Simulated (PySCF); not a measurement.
Computed properties of AlCl2HSe, SMILES [Cl][Al]([Cl])[SeH]

Al(Cl)2(SeH) (AlCl2HSe), SMILES [Cl][Al]([Cl])[SeH]. Coordinates come from a B3LYP-D3(BJ)/def2-SVP optimisation. The values are those of a single conformer. All values are computed for the isolated molecule unless a solvent is named; none is compared with measurement here.

**Structure.** The optimised structure has Cs symmetry. All 9 harmonic modes at B3LYP-D3(BJ)/def2-SVP (PySCF) are real, so it is a minimum. With heavy atoms numbered as in [Al:1]([Cl:2])([Cl:3])[SeH:4], the shortest bond between them is Al1–Cl2 at 2.095 Å and the longest Al1–Se4 at 2.300 Å.

**Vibrations.** The strongest infrared lines (harmonic, unscaled, degenerate partners summed) lie at 550 cm⁻¹ (129 km/mol, Al 67 %, Cl 24 %), 648 cm⁻¹ (83 km/mol, Al 44 %, H 41 %, Cl 14 %), 573 cm⁻¹ (68 km/mol, H 51 %, Al 27 %, Cl 21 %). The softest mode is at 106 cm⁻¹ and the zero-point energy is 7.4 kcal/mol.

**Electronic structure.** CAM-B3LYP/def2-TZVP (PySCF) places the frontier levels at -9.08 and -0.25 eV, a gap of 8.83 eV, and gives a dipole moment of 1.09 D and a mean polarisability of 72.5 bohr³. PBE/def2-TZVP (PySCF) at the same geometry gives -6.69 and -2.03 eV, so its gap is 4.17 eV narrower. An orbital gap is neither the optical nor the fundamental gap.

**Excitations.** TDA-M06-2X/def2-SVPD (PySCF) has S1 at 5.24 eV (237 nm, f = 0.025, weak); the most intense of the 10 singlets computed lies at 7.16 eV (f = 0.45). T1 (TDA) is at 4.91 eV, 0.33 eV under S1. TDA-PBE/def2-SVPD (PySCF) puts S1 at 4.62 eV. No vertical singlet excitation falls in the visible range (under 3.1 eV).

**NMR.** GIAO shifts at B3LYP/pcSseg-1 (PySCF) (non-relativistic, atoms alike by connectivity averaged): ¹H at 1.1 ppm against TMS. Without spin–orbit terms, shifts of atoms bonded to Cl or Br come out too high.
